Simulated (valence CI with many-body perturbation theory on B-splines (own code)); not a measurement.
**Questions on Ag XVI**

Calculated by relativistic CI+MBPT: four valence electrons over a frozen Dirac-Fock core [Ar] 3d10, a basis of 11 s, 11 p, 9 d, 7 f, 5 g, 2 h, 1 i functions for each j, with the one-electron correlation potential Σ1 (screened to all orders), the two-electron term Σ2, the three-electron term Σ3, Breit, model QED; selected single and double excitations, second order for the rest (own B-spline code, finite nucleus).

No measured spectrum was set against this ion. As an estimate, levels hold to about 250 cm⁻¹ or 0.2 % of their energy and the worst to 1 %, as in measured heavy ions of charge 2 to 7; those with d or f electrons hold less well.

Names give the largest LS component (configuration and term), which can be under half, so a name can repeat, a term be missing and a line seem to break the LS rules; names also repeat where a configuration has a term twice.

Rates and lifetimes use the calculated energies. Strong lines usually hold to 10 to 20 %, long lifetimes can be off by a factor of two.

**Question.** What is the ground level?

**Answer.** 4s²4p² ³P_0, composition 83 % 4s²4p² ³P + 16 % 4s²4p² ¹S.

**Question.** What is the ionisation energy?

**Answer.** 381.58 eV; NIST lists 381 ± 3 eV (theoretical).

**Question.** Among levels below 125.16 eV, which E1 lines absorb most strongly from the ground level?

**Answer.** to 4s²4p4d ³D°_1 at 16.47 nm, f = 1.86; to 4s4p³ ³D°_1 at 27.04 nm, f = 0.301; to 4s4p³ ³S°_1 at 20.67 nm, f = 0.218.

**Question.** Where does the other parity begin?

**Answer.** At 4s4p³ ⁵S°_2, 38.45 eV.

**Question.** Name the longest-lived excited levels whose lifetime is computed, and their main decay.

**Answer.** 4s²4p² ³P_2 at 7.12 eV lives 39.0 ms, mostly by M1 to 4s²4p² ³P_1; 4s²4p² ³P_1 at 5.38 eV lives 810 μs, mostly by M1 to 4s²4p² ³P_0; 4s²4p² ¹D_2 at 13.96 eV lives 269 μs, mostly by M1 to 4s²4p² ³P_1. The lifetime of 4s²4p4d ³F°_4 is too uncertain to give, and may be longer.
